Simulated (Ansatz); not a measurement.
One change: `[CH3][Zn][CH2]O` becomes `[CH3][Zn][CH2]C=O`.

Ansatz, PBE0-D4/def2-TZVP geometries, multiplicity 1. Each molecule was computed in one conformer, which needn't be the lowest.

Scalar relativity is left out up to krypton.

| property | `[CH3][Zn][CH2]O` |
| --- | --- |
| HOMO–LUMO gap (PBE0/def2-TZVPP) / eV | 5.96 |
| size of the dipole moment (B3LYP/def2-TZVPP) / D | 1.54 |
| size of the dipole moment (PBE/def2-TZVPP) / D | 1.41 |
| LUMO energy (PBE/def2-TZVPP) / eV | -1.11 |
| LUMO energy (B3LYP/def2-TZVPP) / eV | -0.65 |
| HOMO energy (B3LYP/def2-TZVPP) / eV | -6.12 |

**Question.** What does the change do to each property? (An estimate is asked.)

**Answer.** The calculation gave: 
```
                                        property  `[CH3][Zn][CH2]C=O`  shift
            HOMO–LUMO gap (PBE0/def2-TZVPP) / eV                 6.19   0.23
size of the dipole moment (B3LYP/def2-TZVPP) / D                 3.58   2.04
  size of the dipole moment (PBE/def2-TZVPP) / D                 3.45   2.04
               LUMO energy (PBE/def2-TZVPP) / eV                -1.68  -0.57
             LUMO energy (B3LYP/def2-TZVPP) / eV                -1.03  -0.38
             HOMO energy (B3LYP/def2-TZVPP) / eV                -6.73  -0.61
```

With PBE0 the HOMO falls by 0.64 eV and the LUMO falls by 0.41 eV, so the gap widens by about 0.23 eV. PBE moves the HOMO by -0.36 eV and ωB97M-V by -0.75 eV. Dipoles are sizes alone; their direction can turn.

B3LYP here is the variant with VWN-RPA as its local correlation; programs differ in this.
